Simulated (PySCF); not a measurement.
SMILES c1csc(-c2ccsc2)c1C (GFN2-xTB optimised geometry):

```
19

C     -1.066     1.949    -0.029
C     -1.431     0.501     0.000
C     -2.777     0.061    -0.005
C     -2.906    -1.289    -0.010
S     -1.382    -2.077    -0.015
C     -0.544    -0.547     0.000
C      0.900    -0.547     0.000
C      1.671    -1.641    -0.496
C      3.004    -1.435    -0.403
S      3.375     0.091     0.301
C      1.705     0.455     0.467
H     -0.182     2.113    -0.642
H     -0.859     2.315     0.978
H     -1.891     2.530    -0.435
H     -3.615     0.736    -0.008
H     -3.802    -1.876    -0.015
H      1.227    -2.530    -0.907
H      3.802    -2.083    -0.705
H      1.425     1.377     0.933
```

Level of theory: PySCF with PBE0/def2-SVP.

### Question
What are the frontier orbital energies and the dipole moment?

### Answer
HOMO-2 -7.13 eV, HOMO-1 -7.02 eV, HOMO -6.01 eV, LUMO -0.84 eV, LUMO+1 -0.02 eV; dipole moment 0.71 D.

On the same geometry PBE/def2-SVP run with PySCF gives HOMO-2 -6.01 eV, HOMO-1 -5.91 eV, HOMO -5.03 eV, LUMO -1.57 eV, LUMO+1 -0.90 eV; dipole moment 0.60 D.

Meta-Löwdin charges at PBE0/def2-SVP: C1 -0.31, C2 -0.01, C3 -0.14, C4 -0.24, S5 0.23, C6 -0.12, C7 -0.02, C8 -0.14, C9 -0.23, S10 0.26, C11 -0.25, H12 0.11, H13 0.11, H14 0.11, H15 0.11, H16 0.13, H17 0.12, H18 0.13, H19 0.13.
